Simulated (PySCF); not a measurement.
# A survey of ¹⁵N NMR shifts

Non-relativistic Hamiltonian, no solvent, rapidly exchanging positions averaged, one conformer. Geometry: GFN2-xTB; NMR shieldings at PBE0/pcSseg-1/GIAO; PySCF.

Shieldings were converted by a linear fit to measured shifts: ¹⁵N: δ = -148.07 − 0.921σ (rms 6.3 ppm, 71 shifts vs CH3NO2, solution or neat liquid). A few per cent of atoms miss by over 2 rms, more outside the fitted compound classes.

(1) Give the ¹⁵N shifts of `CS[Si@@](N)(C#N)S[SiH2]C#N`, `c1ccc2scnc2c1`, `CC(C)c1n[nH]c(F)n1`, `CCCn1ncc(F)n1`.

(2) Match the shifts -68.9, -278.4, -354.3, -376.5 ppm to `CC[Si@@H]1CCN[Si@@H]1SC`, `c1ccc2scnc2c1`, `C#C[C@@H](C(=O)NC)C(F)F`, `C=C(C)[Si@@H](CC)S[SiH2]N`.

## Answers

(1) 
```json
{"compound": "[CH3:1][S:2][Si@@:3]([NH2:4])([C:5]#[N:6])[S:7][SiH2:8][C:9]#[N:10]", "environment": "N10: nitrile nitrogen", "δ (ppm)": "-57.6"}
{"compound": "[CH3:1][S:2][Si@@:3]([NH2:4])([C:5]#[N:6])[S:7][SiH2:8][C:9]#[N:10]", "environment": "N6: nitrile nitrogen", "δ (ppm)": "-65.5"}
{"compound": "[CH3:1][S:2][Si@@:3]([NH2:4])([C:5]#[N:6])[S:7][SiH2:8][C:9]#[N:10]", "environment": "N4: nitrogen bonded to Si, 2 H", "δ (ppm)": "-353.1"}
{"compound": "c1ccc2scnc2c1", "environment": "pyridine-type nitrogen of an azole", "δ (ppm)": "-68.9"}
{"compound": "[CH3:1][CH:2]([CH3:3])[c:4]1[n:5][nH:6][c:7]([F:8])[n:9]1", "environment": "N5: pyridine-type nitrogen of an azole", "δ (ppm)": "-108.8"}
{"compound": "[CH3:1][CH:2]([CH3:3])[c:4]1[n:5][nH:6][c:7]([F:8])[n:9]1", "environment": "N9: pyridine-type nitrogen of an azole", "δ (ppm)": "-167.2"}
{"compound": "[CH3:1][CH:2]([CH3:3])[c:4]1[n:5][nH:6][c:7]([F:8])[n:9]1", "environment": "N6: pyrrole-type ring nitrogen", "δ (ppm)": "-216.9"}
{"compound": "[CH3:1][CH2:2][CH2:3][n:4]1[n:5][cH:6][c:7]([F:8])[n:9]1", "environment": "N5: pyridine-type nitrogen of an azole", "δ (ppm)": "-51.6"}
{"compound": "[CH3:1][CH2:2][CH2:3][n:4]1[n:5][cH:6][c:7]([F:8])[n:9]1", "environment": "N9: pyridine-type nitrogen of an azole", "δ (ppm)": "-90.4"}
{"compound": "[CH3:1][CH2:2][CH2:3][n:4]1[n:5][cH:6][c:7]([F:8])[n:9]1", "environment": "N4: pyrrole-type ring nitrogen", "δ (ppm)": "-154.2"}
```

(2) -68.9: c1ccc2scnc2c1 (pyridine-type nitrogen of an azole); -278.4: C#C[C@@H](C(=O)NC)C(F)F (amide-type nitrogen); -354.3: CC[Si@@H]1CCN[Si@@H]1SC (nitrogen bonded to C, Si, H, in a 5-membered ring); -376.5: C=C(C)[Si@@H](CC)S[SiH2]N (nitrogen bonded to Si, 2 H).
